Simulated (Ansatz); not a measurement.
Reactions of `[OH][Ga]([F])[Br]`.

Isolated molecules relaxed with PBE0-D4/def2-TZVP in Ansatz; ΔE leaves out vibrations. CCSD(T)/CBS is the MP2 limit (def2-TZVPP, def2-QZVPP) plus CCSD(T) − MP2 in def2-TZVPP, frozen cores. For Br, Ga outer-core shells are correlated without core-valence functions, which leaves a few kJ/mol of doubt a bond. Scalar relativity is left out up to krypton. One conformer a species, not always the lowest.

**Question.** Order these by ΔE at CCSD(T)/CBS, lowest first. (Best estimate.)
A. `[OH][Ga]([F])[Br]` + `COCCCl` → `[OH][GaH][Br]` + `FCOCCCl`
B. `[OH][Ga]([F])[Br]` + `B[Si](C)(C)F` → `[BH2][Ga]([OH])[F]` + `C[Si](C)(F)Br`
C. `[OH][Ga]([F])[Br]` + `[CH3][Al]([SH])[Br]` → `[OH][Ga]([F])[SH]` + `[CH3][Al]([Br])[Br]`
D. `[OH][Ga]([F])[Br]` + `OC(F)(F)[SiH3]` → `[OH][Ga]([OH])[Br]` + `FC(F)(F)[SiH3]`
E. `[OH][Ga]([F])[Br]` + `F[Si](F)(Br)Br` → `[F][Ga]([F])[Br]` + `O[Si](F)(Br)Br`

**Answer.** B (-0.30 eV), C (-0.21 eV), E (+0.18 eV), D (+0.29 eV), A (+1.16 eV).

Largest T1 diagnostic: 0.014, for `[BH2][Ga]([OH])[F]`.
